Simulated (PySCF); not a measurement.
Numbering as in the mapped SMILES `[F:1][B:2]([F:3])[SiH2:4][B:5]([Cl:6])[Cl:7]` (H(Xn): hydrogen on atom n).

A single conformation, no solvent model, equivalent nuclei averaged, non-relativistic. NMR shieldings at KT3/pcSseg-2/GIAO; structure optimised with PBE0-D3(BJ)/def2-SVP; PySCF 2.14.

Chemical shifts δ = σref − σ; $^{1}$H (σ = 31.35 ppm) and $^{29}$Si (σ = 358.24 ppm) vs TMS; CFCl3 for $^{19}$F (σ = 146.91 ppm); $^{11}$B (σ = 98.64 ppm) against BF3·OEt2; $^{35}$Cl (σ = 937.43 ppm) vs HCl, all at this level.

```json
{"atoms": "Si4", "nucleus": "$^{29}$Si", "count": "1", "δ (ppm)": "?"}
{"atoms": "H(Si4)", "nucleus": "$^{1}$H", "count": "2", "δ (ppm)": "3.57"}
{"atoms": "Cl6/Cl7", "nucleus": "$^{35}$Cl", "count": "2", "δ (ppm)": "384"}
{"atoms": "F1/F3", "nucleus": "$^{19}$F", "count": "2", "δ (ppm)": "-44.6"}
{"atoms": "B5", "nucleus": "$^{11}$B", "count": "1", "δ (ppm)": "?"}
{"atoms": "B2", "nucleus": "$^{11}$B", "count": "1", "δ (ppm)": "28.0"}
```

Task: Fill in the missing shifts.

Result: 
- B5: 72.9 ppm, boron bonded to 2 Cl, Si
- Si4: -104.8 ppm, silicon bonded to 2 B, 2 H

Unscaled 19F shifts against computed CFCl3 carry errors that often reach 10 to 50 ppm.
